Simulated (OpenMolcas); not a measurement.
**Mo5+: moving or changing the point charges**

Mo5+ among 4 point charges of -2 e arranged as a tetrahedron (Td), 1.83 Å from the ion.
```
   1.0566    1.0566    1.0566  -2.00
   1.0566   -1.0566   -1.0566  -2.00
  -1.0566    1.0566   -1.0566  -2.00
  -1.0566   -1.0566    1.0566  -2.00
```

```json
{
 "Program": "OpenMolcas 26.06",
 "Method": "CASSCF",
 "Basis": "ANO-RCC-VTZP [7s6p4d2f1g]",
 "Scalar Hamiltonian": "DKH2, point nucleus",
 "Active space": "1 electron in 5 orbitals (4d)",
 "State averaging": "2S+1 = 2 even, 5 roots",
 "Spin-orbit coupling": "state interaction with AMFI integrals over the reference wave functions"
}
```

Runs around this geometry, states (labels of Td). Energies in cm-1 above the lowest state or level, χT in cm3 K/mol; 10Dq is the gap between the two states; 10Dq is negative for this site.

| R (Å) | q (e) | Ground state | First state of that spin | 10Dq | First gap with spin-orbit (degeneracies) | χT at 300 K |
| --- | --- | --- | --- | --- | --- | --- |
| 1.83 | -1.6 | 2E | 2T2 4143 | -4143 | 4373 (4, 4) | 0.215 |
| 1.67 | -2 | 2E | 2T2 6885 | -6885 | 6851 (4, 4) | 0.251 |
| 1.83 | -2 | 2E | 2T2 4847 | -4847 | 4978 (4, 4) | 0.223 |
| 2.04 | -2 | 2E | 2T2 3088 | -3088 | 3541 (4, 4) | 0.212 |

Taking |10Dq| as R^-n, n = -ln(3088 / 6885) / ln(2.04 / 1.67) = 4.0 between the shortest and longest distance. The point-charge formula for a cubic d site gives n = 5.

Scaling the charges by -1.6 / -2 = 0.80 scales |10Dq| by 4143 / 4847 = 0.85; with fixed orbitals a first-order splitting would follow the charge.

An orbital doublet at a regular site is open to a Jahn-Teller distortion, which this geometry leaves out. The ground term spreads over less than 5000 cm-1, several times less than with real ligands, so orbital moments are less quenched and χT lies further from the spin-only value than at real sites (holds for R = 1.83, q = -1.6; R = 1.83, q = -2; R = 2.04, q = -2). Point charges carry no covalency, so the field is a model and not that of real ligands. No measured value stands beside these numbers.
